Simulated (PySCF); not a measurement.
Isomers of C2H10O3Si3.

All values: PBE0/pcSseg-1 (PySCF) at GFN2-xTB geometries, gas phase, one conformer each.

(1) Rank by HOMO–LUMO gap, lowest first.
A. `[CH3:1][C:2](=[O:3])[SiH2:4][O:5][SiH2:6][O:7][SiH3:8]` with C1–C2–Si4–O5 166°, C2–Si4–O5–Si6 32°, Si4–O5–Si6–O7 44°, O5–Si6–O7–Si8 -25°
B. `[CH3:1][C:2](=[O:3])[O:4][SiH2:5][SiH2:6][O:7][SiH3:8]` with C1–C2–O4–Si5 179°, C2–O4–Si5–Si6 0°, O4–Si5–Si6–O7 180°
C. `[CH3:1][CH2:2][SiH:3]1[O:4][SiH2:5][O:6][SiH2:7][O:8]1` with C1–C2–Si3–O4 176°
D. `[CH3:1][O:2][C@@H:3]1[SiH2:4][O:5][Si@@H:6]1[O:7][SiH3:8]` with C1–O2–C3–Si4 176°, O5–Si6–O7–Si8 -59°

(2) Rank by HOMO energy, highest first.
A. `[CH3:1][CH2:2][SiH:3]1[O:4][SiH2:5][O:6][SiH2:7][O:8]1` with C1–C2–Si3–O4 176°
B. `[CH3:1][C:2](=[O:3])[O:4][SiH2:5][SiH2:6][O:7][SiH3:8]` with C1–C2–O4–Si5 179°, C2–O4–Si5–Si6 0°, O4–Si5–Si6–O7 180°
C. `[CH3:1][O:2][C@@H:3]1[SiH2:4][O:5][Si@@H:6]1[O:7][SiH3:8]` with C1–O2–C3–Si4 176°, O5–Si6–O7–Si8 -59°

(3) Rank by the lowest Hirshfeld charge on any atom, highest value first.
A. `[CH3:1][O:2][C@@H:3]1[SiH2:4][O:5][Si@@H:6]1[O:7][SiH3:8]` with C1–O2–C3–Si4 176°, O5–Si6–O7–Si8 -59°
B. `[CH3:1][C:2](=[O:3])[O:4][SiH2:5][SiH2:6][O:7][SiH3:8]` with C1–C2–O4–Si5 179°, C2–O4–Si5–Si6 0°, O4–Si5–Si6–O7 180°
C. `[CH3:1][C:2](=[O:3])[SiH2:4][O:5][SiH2:6][O:7][SiH3:8]` with C1–C2–Si4–O5 166°, C2–Si4–O5–Si6 32°, Si4–O5–Si6–O7 44°, O5–Si6–O7–Si8 -25°

## Answers

(1) A (5.76 eV), D (6.84 eV), B (7.29 eV), C (8.84 eV).

(2) C (-6.98 eV), B (-7.92 eV), A (-8.04 eV).

(3) C (-0.303 e), B (-0.316 e), A (-0.337 e).

All values together:

| SMILES | μ (D) | HOMO (eV) | LUMO (eV) | lowest IAO charge (e) | highest IAO charge (e) | lowest Hirshfeld charge (e) | highest Hirshfeld charge (e) |
| --- | --- | --- | --- | --- | --- | --- | --- |
| CC[SiH]1O[SiH2]O[SiH2]O1 | 0.61 | -8.04 | 0.80 | -0.895 (O) | +1.323 (Si) | -0.311 (O) | +0.476 (Si) |
| CC(=O)O[SiH2][SiH2]O[SiH3] | 1.81 | -7.92 | -0.63 | -0.912 (O) | +0.894 (Si) | -0.316 (O) | +0.387 (Si) |
| CC(=O)[SiH2]O[SiH2]O[SiH3] | 2.73 | -6.98 | -1.22 | -0.888 (O) | +1.219 (Si) | -0.303 (O) | +0.457 (Si) |
| CO[C@@H]1[SiH2]O[Si@@H]1O[SiH3] | 2.00 | -6.98 | -0.14 | -0.906 (O) | +1.272 (Si) | -0.337 (O) | +0.453 (Si) |

Conformers: `[CH3:1][CH2:2][SiH:3]1[O:4][SiH2:5][O:6][SiH2:7][O:8]1` with C1–C2–Si3–O4 176°; `[CH3:1][C:2](=[O:3])[O:4][SiH2:5][SiH2:6][O:7][SiH3:8]` with C1–C2–O4–Si5 179°, C2–O4–Si5–Si6 0°, O4–Si5–Si6–O7 180°; `[CH3:1][C:2](=[O:3])[SiH2:4][O:5][SiH2:6][O:7][SiH3:8]` with C1–C2–Si4–O5 166°, C2–Si4–O5–Si6 32°, Si4–O5–Si6–O7 44°, O5–Si6–O7–Si8 -25°; `[CH3:1][O:2][C@@H:3]1[SiH2:4][O:5][Si@@H:6]1[O:7][SiH3:8]` with C1–O2–C3–Si4 176°, O5–Si6–O7–Si8 -59°.
